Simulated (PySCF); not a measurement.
Members of one series of related molecules.

All values: PBE0/pcSseg-1 (PySCF) at GFN2-xTB geometries, gas phase, one conformer each.

Question: Rank by HOMO–LUMO gap, highest first.
A. `CNp1cccc1`
B. `CNP1(=N)C=CC=C1`
C. `CN=P1(NC)C=CC=C1`
D. `CNP1(=N[SiH3])C=CC=C1`

Answer: A (4.96 eV), B (4.38 eV), D (4.26 eV), C (3.75 eV).

Question: Rank by the highest IAO charge on any atom, lowest value first.
A. `CN=P1(NC)C=CC=C1`
B. `c1cccp1NC`
C. `CNP1(=N[SiH3])C=CC=C1`

Answer: B (+0.681 e), A (+1.459 e), C (+1.481 e).

Question: Rank by the lowest IAO charge on any atom, highest value first.
A. `CNP1(=N)C=CC=C1`
B. `CN=P1(NC)C=CC=C1`
C. `CNp1cccc1`
D. `CNP1(=N[SiH3])C=CC=C1`

Answer: C (-0.586 e), B (-0.800 e), A (-0.987 e), D (-1.040 e).

All values together:

```json
{"SMILES": "CNp1cccc1", "change": "parent", "formula": "C5H8NP", "μ (D)": "1.58", "HOMO (eV)": "-6.40", "LUMO (eV)": "-1.44", "lowest IAO charge (e)": "-0.586 (N)", "highest IAO charge (e)": "+0.681 (P)", "lowest Hirshfeld charge (e)": "-0.198 (N)", "highest Hirshfeld charge (e)": "+0.197 (P)"}
{"SMILES": "CNP1(=N[SiH3])C=CC=C1", "change": "phosphine turned into its imine (P=NSiH3)", "formula": "C5H11N2PSi", "μ (D)": "4.46", "HOMO (eV)": "-6.49", "LUMO (eV)": "-2.23", "lowest IAO charge (e)": "-1.040 (N)", "highest IAO charge (e)": "+1.481 (P)", "lowest Hirshfeld charge (e)": "-0.397 (N)", "highest Hirshfeld charge (e)": "+0.424 (P)"}
{"SMILES": "CNP1(=N)C=CC=C1", "change": "phosphine turned into its imine (P=NH)", "formula": "C5H9N2P", "μ (D)": "2.14", "HOMO (eV)": "-6.27", "LUMO (eV)": "-1.89", "lowest IAO charge (e)": "-0.987 (N)", "highest IAO charge (e)": "+1.454 (P)", "lowest Hirshfeld charge (e)": "-0.410 (N)", "highest Hirshfeld charge (e)": "+0.409 (P)"}
{"SMILES": "CN=P1(NC)C=CC=C1", "change": "phosphine turned into its imine (P=NMe)", "formula": "C6H11N2P", "μ (D)": "2.99", "HOMO (eV)": "-5.76", "LUMO (eV)": "-2.01", "lowest IAO charge (e)": "-0.800 (N)", "highest IAO charge (e)": "+1.459 (P)", "lowest Hirshfeld charge (e)": "-0.300 (N)", "highest Hirshfeld charge (e)": "+0.417 (P)"}
```

Conformers: `[CH3:1][NH:2][p:3]1[cH:4][cH:5][cH:6][cH:7]1` with C1–N2–P3–C4 -174°; `[CH3:1][NH:2][P:3]1(=[N:4][SiH3:5])[CH:6]=[CH:7][CH:8]=[CH:9]1` with C1–N2–P3–N4 -169°; `[CH3:1][NH:2][P:3]1(=[NH:4])[CH:5]=[CH:6][CH:7]=[CH:8]1` with C1–N2–P3–N4 -47°; `[CH3:1][N:2]=[P:3]1([NH:4][CH3:5])[CH:6]=[CH:7][CH:8]=[CH:9]1` with N2–P3–N4–C5 -34°.

Question: Give the shifts from the parent, `CNp1cccc1`.

Answer: 
| SMILES | change in μ (D) | change in HOMO (eV) | change in LUMO (eV) |
| --- | --- | --- | --- |
| CNP1(=N[SiH3])C=CC=C1 | +2.88 | -0.09 | -0.79 |
| CNP1(=N)C=CC=C1 | +0.56 | +0.13 | -0.45 |
| CN=P1(NC)C=CC=C1 | +1.41 | +0.64 | -0.57 |
